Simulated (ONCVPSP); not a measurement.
**Logarithmic derivatives: Ge, ONCV**

```json
{
 "Element": "germanium (Ge)",
 "Generator": "ONCVPSP 4.0.1",
 "Type": "optimised norm-conserving Vanderbilt (ONCV)",
 "Functional": "PBE",
 "Relativity": "scalar-relativistic",
 "Frozen core": "[Ar]",
 "Valence charge": "14",
 "Reference configuration": "3d10 4s2 4p1.75 (charge +0.25)",
 "Partial waves": "4s: rc 1.80 bohr, ncon 5, nbas 8, qcut 3.1 1/bohr, 2 projectors, debl 1.5 Ha; 4p: rc 1.80 bohr, ncon 4, nbas 9, qcut 3.6 1/bohr, 2 projectors, debl 0.9 Ha; 3d: rc 1.20 bohr, ncon 3, nbas 8, qcut 11.2 1/bohr, 1 projector",
 "Local potential": "polynomial inside 0.90 bohr (lpopt 5, dvloc0 1 Ha)",
 "Core correction": "Teter function, fcfact 6, rcfact 1.4"
}
```

The phase is arctan(r·R′/R) of the radial function R(r), unwrapped; energies in Ha, scanned from -3 to 5 Ha. A pole is an energy at which the radial function vanishes at the test radius. The pseudo phase is shifted by a multiple of π to meet the all-electron one at the reference energy, and phase errors are pseudo minus all-electron; the curves can meet again beyond the range given. Levels narrower than the energy grid can be missing from the lists of poles.

Problem. For each channel, where are the poles, and over which energies does the pseudopotential scatter like the atom?

Solution.

| channel | radius (bohr) | reference energy (Ha) | poles, all-electron | poles, pseudo | unbroken range about the reference energy with phases within 0.05 rad | phase error 1 Ha above the reference energy (rad) |
| --- | --- | --- | --- | --- | --- | --- |
| s | 1.83 | -0.50 | 1.57 | -1.00, 1.57 | -1.0 to 4.3 | +0.000 |
| p | 1.83 | -0.21 | 2.42 | 2.33, 3.56 | below 2.8 | -0.000 |
| d | 1.22 | -1.15 | -0.47 | -0.44 | below 0.8 | +0.016 |

Note: ghosts flagged at negative energy: s at -26.8 eV; GHOST(+) flagged for p at 93.0 eV. A true bound ghost makes a file unfit for plane-wave use.

Phases in the d channel:

```tsv
E (Ha)	all-electron	pseudo
-2.98	0.909	0.928
-2.76	0.826	0.850
-2.54	0.711	0.739
-2.32	0.543	0.576
-2.10	0.287	0.325
-1.88	-0.082	-0.048
-1.66	-0.517	-0.499
-1.44	-0.891	-0.887
-1.22	-1.152	-1.152
-1.00	-1.327	-1.326
-0.78	-1.449	-1.446
-0.56	-1.540	-1.533
-0.34	-1.612	-1.600
-0.12	-1.671	-1.654
0.10	-1.724	-1.701
0.32	-1.772	-1.742
0.54	-1.818	-1.780
0.76	-1.864	-1.816
0.98	-1.911	-1.851
1.20	-1.961	-1.887
1.42	-2.016	-1.923
1.64	-2.078	-1.961
1.86	-2.148	-2.002
2.08	-2.232	-2.046
2.30	-2.331	-2.095
2.52	-2.450	-2.150
2.74	-2.595	-2.212
2.96	-2.768	-2.284
3.18	-2.966	-2.366
3.40	-3.180	-2.462
3.62	-3.392	-2.573
3.84	-3.587	-2.701
4.06	-3.754	-2.845
4.28	-3.893	-3.002
4.50	-4.007	-3.167
4.72	-4.100	-3.332
4.94	-4.176	-3.488
```
